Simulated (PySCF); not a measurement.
PySCF input file for MgFBr, SMILES [Br][Mg][F], PBE0/pcSseg-2. The structure is a stationary point at PBE0-D3(BJ)/def2-TZVP.

```python
import numpy as np
from pyscf import gto, scf, dft
from pyscf.prop.nmr import rks as nmr

mol = gto.M(
    atom='''
    Mg    0.00000000    0.00000000   -1.16857053
    F     0.00000000    0.00000000   -2.91326883
    Br    0.00000000    0.00000000    1.14977902
    ''',
    basis='pcSseg-2',
    charge=0,
    spin=0,
    max_memory=1600,
    verbose=3,
)
mf = dft.RKS(mol, xc='pbe0')
mf.grids.level = 3
mf.conv_tol = 1e-10
mf.max_cycle = 100
mf.kernel()
n = nmr.NMR(mf)
n.verbose = 2
n.max_cycle_cphf = 60
sigma = n.kernel()
print('atom   isotropic/ppm   span/ppm')
for i, s in enumerate(sigma):
    w = np.linalg.eigvalsh((s + s.T) / 2)
    print(f'{mol.atom_symbol(i):2s}{i + 1:3d} {w.mean():14.3f} {w[2] - w[0]:11.3f}')
```

It prints:

```
converged SCF energy = -2873.81734529971
atom   isotropic/ppm   span/ppm
Mg  1        518.071     296.152
F   2        413.325     108.075
Br  3       3015.451     169.765
```

Self-consistency was reached.
